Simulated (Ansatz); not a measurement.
Frontier orbitals of C2H7AlBFO.

```xyz
13

B     0.673    1.183    0.178
C     1.018   -0.500    0.400
C    -0.079   -0.853   -0.405
O     0.089   -1.354   -1.599
F    -0.688    1.324    0.873
Al   -1.830   -0.014    0.271
H     0.525    1.517   -0.969
H     1.505    1.785    0.800
H     2.027   -0.763    0.068
H     0.869   -0.609    1.472
H     1.022   -1.561   -1.773
H    -2.394   -0.746    1.559
H    -2.737    0.591   -0.876
```

Charge 0, multiplicity 1. The bonds changed during the relaxation, so this is another structure than the one it started from. The geometry is a stationary point of PBE0-D4/def2-TZVP. It is one conformer, not always the lowest. Basis def2-TZVPP, Ansatz.

| functional | HOMO (eV) | LUMO (eV) | gap (eV) |
| --- | --- | --- | --- |
| LDA (SPW92) | -6.79 | -3.11 | 3.68 |
| PBE | -6.76 | -2.88 | 3.88 |
| revPBE | -6.73 | -2.79 | 3.94 |
| B97M-V | -7.19 | -2.69 | 4.50 |
| PBE0 | -8.05 | -1.90 | 6.15 |
| B3LYP | -7.88 | -2.12 | 5.76 |
| LC-ωPBE | -10.87 | 0.39 | 11.26 |
| ωB97M-V | -10.31 | 0.22 | 10.53 |

A quarter of exact exchange (PBE0) shifts PBE's HOMO by −1.29 eV and its LUMO by +0.98 eV; full exchange at long range (ωB97M-V) shifts them by −3.55 and +3.10 eV. The gap opens from 3.87 to 10.52 eV, since occupied levels lose self-interaction and empty ones feel all the electrons. A positive LUMO is unbound and depends on the basis.

B3LYP here is the variant with VWN-RPA as its local correlation; programs differ in this. LC-ωPBE has ω = 0.4 bohr⁻¹.
